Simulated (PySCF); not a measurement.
C2H10OSi3, SMILES O=CC[SiH2][SiH2][SiH3].

Geometry: B3LYP-D3(BJ)/def2-SVP. This is a generated structure with no PubChem entry under its InChIKey; it may be hypothetical. One conformer was computed; it need not be the lowest.

Two levels are set side by side: PBE/def2-TZVP (PySCF) and PBE0/def2-TZVP (PySCF). Same geometry, gas phase. Differences are taken from unrounded values.

```tsv
quantity	PBE
orbital gap (eV)	3.82
highest occupied level (eV)	-5.88
lowest empty level (eV)	-2.06
dipole moment (D)	2.78
```

These are the PBE values. What does PBE0 give? (Estimate from the structure and the level; the computed values follow.)


```csv
quantity,PBE0,PBE minus PBE0
orbital gap (eV),6.45,-2.63
highest occupied level (eV),-7.42,1.54
lowest empty level (eV),-0.98,-1.09
dipole moment (D),2.94,-0.16
```

PBE's occupied levels lie high since its potential decays too fast outside the molecule; exact exchange lowers them and widens the gap. Differences between two approximate levels are no errors against the true value.

Rough cost on one machine, each run with all the roots and properties that it gave: PBE0 against PBE within a factor of 2.
